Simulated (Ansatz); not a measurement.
Ansatz results at the PBE0-D4/def2-TZVP geometry: size of the dipole moment (ωB97M-V/def2-TZVPP) 1.98 D; size of the dipole moment (B3LYP/def2-TZVPP) 1.97 D; HOMO energy (PBE0/def2-TZVPP) -8.28 eV.

Each molecule was computed in one conformer, which needn't be the lowest.

Q: Which molecule gave them?
A. `CB(F)CCl`
B. `CCB(F)Cl`
C. `OC(F)(F)Cl`
D. `[F][Al]1[CH]=[N]1`

A: A. The others give `[F][Al]1[CH]=[N]1`: 1.95, 1.79, -5.90; `CCB(F)Cl`: 1.63, 1.64, -8.99; `OC(F)(F)Cl`: 1.64, 1.63, -9.59.

B3LYP here is the variant with VWN-RPA as its local correlation; programs differ in this.
